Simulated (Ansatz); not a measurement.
Question: Name a neutral molecule of Al, Cl, F, Si and H with size of the dipole moment (ωB97M-V/def2-TZVPP) between 0.00 and 0.30 D and LUMO energy (PBE0/def2-TZVPP) between -2.10 and -1.80 eV (Ansatz, PBE0-D4/def2-TZVP geometry).

Answer: `[F][AlH][SiH2]Cl` (0.13 D, -2.01 eV). Other molecules can fit too; these were computed, each in one conformer that needn't be the lowest.
